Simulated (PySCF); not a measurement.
Property card for `S=C=NC1CCCCC1`

Species: C7H11NS.
Structure used (PBE0-D3(BJ)/def2-SVP), in Å, numbered top down from 1:
```xyz
20
C7H11NS angstrom
S      2.100   -1.241   -3.673
C      1.503   -0.997   -2.225
N      1.109   -0.795   -1.122
C      0.110   -0.766   -0.105
C     -0.428   -2.179    0.157
C     -1.241   -2.709   -1.019
C     -2.367   -1.750   -1.395
C     -1.837   -0.347   -1.676
C     -1.025    0.188   -0.502
H      0.591   -0.389    0.812
H      0.412   -2.850    0.394
H     -1.062   -2.126    1.058
H     -0.578   -2.858   -1.889
H     -1.646   -3.702   -0.771
H     -3.095   -1.703   -0.565
H     -2.918   -2.132   -2.269
H     -2.667    0.342   -1.896
H     -1.207   -0.366   -2.583
H     -0.606    1.180   -0.727
H     -1.676    0.308    0.382
```

**PBE0-D3(BJ)/def2-SVP geometry optimisation, gas phase (PySCF)**

- Point group: Cs
- Rotational constants A, B, C: 2.274, 0.843, 0.819 GHz

From wB97X-D/def2-SVPD ground state, ΔSCF and vertical TDDFT (core frozen in the response) (PySCF):

- Dipole moment: 3.88 D
- HOMO energy: -8.75 eV
- LUMO energy: 1.40 eV
- HOMO–LUMO gap: 10.15 eV
- Lowest singlet excitation: 4.87 eV (254 nm, f = 0.000)
- Strongest line among the 10 lowest singlet transitions: S6 at 7.31 eV (170 nm, f = 0.747)
- Lowest triplet excitation (Tamm–Dancoff): 4.47 eV
- Static isotropic polarisability: 109.3 au
- Vertical ionisation energy: 9.04 eV
- Electronic spatial extent ⟨r²⟩ about the centre of nuclear charge: 1575 bohr²

From KT3/pcSseg-1 ground state and GIAO shieldings, non-relativistic (PySCF):

- 13C chemical shifts (computed TMS as zero) by class: 126.1 (C2), 54.8 (C4), 36.8 (C5/C9), 30.0 (C7), 24.3 (C6/C8) ppm
- 1H chemical shifts (computed TMS as zero) by class: 3.22 (H10), 1.90 (H11/H19), 1.83 (H13/H18), 1.72 (H16), 1.50 (H12/H20), 1.46 (H14/H17), 1.26 (H15) ppm
- Isotropic shieldings of nuclei other than C and H, by class: 143 (N3), 737 (S1) ppm

Monoisotopic mass from the formula: 141.0612 u.

S1 lies 5.28 eV below the HOMO–LUMO gap; its leading configuration is HOMO→LUMO, weight 0.93. The ΔSCF ionisation energy exceeds −ε(HOMO) by 0.29 eV with wB97X-D. With B = h/(8π²I), that is 505.379 GHz u Å² over I, the principal moments of inertia are 222.2, 599.3 and 617.1 u Å² (most abundant isotopes); the inertial defect Ic − Ia − Ib is -204.4 u Å² (zero for a rigid planar frame, negative otherwise). The vertical singlet–triplet gap S1 − T1 is 0.40 eV (TDDFT singlet less Tamm–Dancoff triplet; S1: HOMO→LUMO, weight 0.93; T1: HOMO−1→LUMO, weight 0.83). The largest Löwdin shares of the HOMO are 0.56 on S1, 0.18 on N3 and 0.17 on C2. In atomic units the dipole is 1.53 e·bohr (1 au = 2.5417 D).

One conformer stands for the species.
